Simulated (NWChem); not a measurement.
Program: NWChem. System: Ge, charge 0, spin multiplicity 3. Its SCF solution wasn't tested for a lower state. Level: ROCCSD(T)/def2-TZVP, 9 core orbitals frozen.

Job file:

```
start mol
memory heap 100 mb stack 700 mb global 1900 mb
geometry units angstroms nocenter noautoz
  Ge     0.000000     0.000000     0.000000
  symmetry group D2h
end
basis spherical
  * library def2-tzvp
end
scf
  rohf
  nopen 2
  maxiter 100
  thresh 1e-7
  semidirect memsize 60000000 filesize 0
  # guess.movecs holds the orbitals of an unrestricted PBE0 run
  vectors input guess.movecs output mol.movecs
end
tce
  freeze core 9
  ccsd(t)
  2eorb
  2emet 13
  thresh 1e-6
  maxiter 100
  tilesize 24
end
task tce energy
```

NWChem printed:

```
             Northwest Computational Chemistry Package (NWChem) 7.3.0
             --------------------------------------------------------

                                NWChem Input Module
                                -------------------

 Scaling coordinates for geometry "geometry" by  1.889725989
 (inverse scale =  0.529177249)

                             Geometry "geometry" -> ""
                             -------------------------

 Output coordinates in angstroms (scale by  1.889725989 to convert to a.u.)

  No.       Tag          Charge          X              Y              Z
 ---- ---------------- ---------- -------------- -------------- --------------
    1 Ge                  32.0000     0.00000000     0.00000000     0.00000000

 Effective nuclear repulsion energy (a.u.)       0.0000000000

            Nuclear Dipole moment (a.u.)
            ----------------------------
        X                 Y               Z
 ---------------- ---------------- ----------------
     0.0000000000     0.0000000000     0.0000000000

      Symmetry information
      --------------------

 Group name             D2h
 Group number             26
 Group order               8
 No. of unique centers     1

      Symmetry unique atoms

     1


 Summary of "ao basis" -> "" (spherical)
 ------------------------------------------------------------------------------
       Tag                 Description            Shells   Functions and Types
 ---------------- ------------------------------  ------  ---------------------
 *                         def2-tzvp                  on all atoms

 Summary of "ao basis" -> "ao basis" (spherical)
 ------------------------------------------------------------------------------
       Tag                 Description            Shells   Functions and Types
 ---------------- ------------------------------  ------  ---------------------
 Ge                        def2-tzvp                16       48   6s5p4d1f

                                 NWChem SCF Module
                                 -----------------

  ao basis        = "ao basis"
  functions       =    48
  atoms           =     1
  closed shells   =    15
  open shells     =     2
  charge          =   0.00
  wavefunction    = ROHF
  use symmetry    = T
  symmetry adapt  = T

 Summary of "ao basis" -> "ao basis" (spherical)
 ------------------------------------------------------------------------------
       Tag                 Description            Shells   Functions and Types
 ---------------- ------------------------------  ------  ---------------------
 Ge                        def2-tzvp                16       48   6s5p4d1f

      Symmetry analysis of basis
      --------------------------

        ag         14
        au          1
        b1g         4
        b1u         7
        b2g         4
        b2u         7
        b3g         4
        b3u         7

 Forming initial guess at       0.0s

      Symmetry analysis of molecular orbitals - initial
      -------------------------------------------------

  Numbering of irreducible representations:

     1 ag          2 au          3 b1g         4 b1u         5 b2g
     6 b2u         7 b3g         8 b3u

  Orbital symmetries:

     1 ag          2 ag          3 b1u         4 b3u         5 b2u
     6 ag          7 b1u         8 b3u         9 b2u        10 ag
    11 b2g        12 b3g        13 ag         14 b1g        15 ag
    16 b3u        17 b2u        18 b1u        19 ag         20 b1g
[...]
     5     -0.211523  1 Ge s                  6      0.186094  1 Ge s

 Vector   20  Occ=0.000000D+00  E= 3.203402D-01  Symmetry=b2g
              MO Center=  4.1D-17, -2.5D-25, -1.1D-25, r^2= 4.1D+00
   Bfn.  Coefficient  Atom+Function         Bfn.  Coefficient  Atom+Function
  ----- ------------  ---------------      ----- ------------  ---------------
    40      1.120921  1 Ge d  1              35     -0.273528  1 Ge d  1

 center of mass
 --------------
 x =   0.00000000 y =   0.00000000 z =   0.00000000

 moments of inertia (a.u.)
 ------------------
           0.000000000000           0.000000000000           0.000000000000
           0.000000000000           0.000000000000           0.000000000000
           0.000000000000           0.000000000000           0.000000000000

  Mulliken analysis of the total density
  --------------------------------------

    Atom       Charge   Shell Charges
 -----------   ------   -------------------------------------------------------
    1 Ge  32    32.00   2.00  2.00  1.18  0.78  1.04  1.00  5.98  4.41  1.58  0.87  1.16  8.92  1.08 -0.02  0.02  0.00

 Mulliken analysis of the open-shell density
 -------------------------------------------

    Atom       Charge   Shell Charges
 -----------   ------   -------------------------------------------------------
    1 Ge  32     2.00   0.00  0.00  0.00 -0.00  0.00 -0.00  0.00  0.03 -0.02  0.83  1.16  0.00  0.00 -0.00  0.00  0.00

       Multipole analysis of the density wrt the origin
       ------------------------------------------------

     L   x y z        total         open         nuclear
     -   - - -        -----         ----         -------
     0   0 0 0     -0.000000     -2.000000     32.000000

     1   1 0 0     -0.000000     -0.000000      0.000000
     1   0 1 0     -0.000000     -0.000000      0.000000
     1   0 0 1     -0.000000      0.000000      0.000000

     2   2 0 0    -14.982541     -7.522841      0.000000
     2   1 1 0     -0.000000      0.000000      0.000000
     2   1 0 1     -0.000000      0.000000      0.000000
     2   0 2 0    -14.982541     -7.522841      0.000000
     2   0 1 1     -0.000000      0.000000      0.000000
     2   0 0 2    -11.129916     -3.761376      0.000000

                   NWChem Extensible Many-Electron Theory Module
                   ---------------------------------------------


            General Information
            -------------------
      Number of processors :     1
         Wavefunction type : Restricted open-shell Hartree-Fock
          No. of electrons :    32
           Alpha electrons :    17
            Beta electrons :    15
           No. of orbitals :    96
            Alpha orbitals :    48
             Beta orbitals :    48
        Alpha frozen cores :     9
         Beta frozen cores :     9
     Alpha frozen virtuals :     0
      Beta frozen virtuals :     0
         Spin multiplicity : triplet
    Number of AO functions :    48
       Number of AO shells :    16
        Use of symmetry is : on
      Symmetry adaption is : on
         Schwarz screening : 0.10D-09

          Correlation Information
          -----------------------
          Calculation type : Coupled-cluster singles & doubles w/ perturbation
   Perturbative correction : (T)
            Max iterations :      100
        Residual threshold : 0.10D-05
     T(0) DIIS level shift : 0.00D+00
     L(0) DIIS level shift : 0.00D+00
     T(1) DIIS level shift : 0.00D+00
     L(1) DIIS level shift : 0.00D+00
     T(R) DIIS level shift : 0.00D+00
     T(I) DIIS level shift : 0.00D+00
   CC-T/L Amplitude update :  5-th order DIIS
                I/O scheme : Global Array Library
        L-threshold :  0.10D-05
        EOM-threshold :  0.10D-05
 no EOMCCSD initial starts read in
 TCE RESTART OPTIONS
 SLICE:      F
 D4D5:       F
 quantumc:   F
 qrotation:  F
 pwtce:      F
 qducc:      F
 nacto:                         0
 nrotv:                         0
 nrot:                          0

            Memory Information
            ------------------
          Available GA space size is     249032192 doubles
          Available MA space size is     104852588 doubles

 Maximum block size supplied by input
 Maximum block size        24 doubles

 tile_dim =      8

 -------------------------------------------------

 Global array virtual files algorithm will be used

 Parallel file system coherency ......... OK

 4-electron integrals stored in orbital form

 v2    file size   =            58213
 4-index algorithm nr.  13 is used
 imaxsize =       30
 imaxsize ichop =        0


CCSD iterations
 ---------------------------------------------------------
 Iter          Residuum       Correlation     Cpu    Wall
 ---------------------------------------------------------
    1   0.1181543600233  -0.1917552762664     0.7     0.7
    2   0.0234332347817  -0.1884803291604     0.7     0.7
    3   0.0089629211963  -0.1918124173727     0.7     0.7
    4   0.0041149939729  -0.1920180099302     0.7     0.7
    5   0.0020014331957  -0.1923539195376     0.7     0.7
    6   0.0004077716174  -0.1925217435866     0.7     0.7
    7   0.0001268641990  -0.1925299474588     0.7     0.7
    8   0.0000522187613  -0.1925289065169     0.7     0.7
    9   0.0000244247579  -0.1925294468120     0.7     0.7
   10   0.0000119671709  -0.1925300910063     0.7     0.7
   11   0.0000023010704  -0.1925308070322     0.7     0.7
   12   0.0000006462137  -0.1925307555444     0.7     0.7
 -----------------------------------------------------------------
 Iterations converged
 CCSD correlation energy / hartree =        -0.192530755544439
 CCSD total energy / hartree       =     -2075.509683041093467

 Singles contributions

 Doubles contributions
 CCSD(T)
 Using plain CCSD(T) code
             total no. of tasks         8420
 total no. of tasks / no. procs         8420
                         wl_min            1           1.0
                         wl_max        13824           4.9
        thresh for no. of tasks         8420

 CCSD[T]  correction energy / hartree =        -0.007339504436795
 CCSD[T] correlation energy / hartree =        -0.199870259981234
 CCSD[T] total energy / hartree       =     -2075.517022545530381
 CCSD(T)  correction energy / hartree =        -0.006637566234818
 CCSD(T) correlation energy / hartree =        -0.199168321779257
 CCSD(T) total energy / hartree       =     -2075.516320607328453

 Task  times  cpu:       11.1s     wall:       11.1s

 Total times  cpu:       11.1s     wall:       11.1s
```
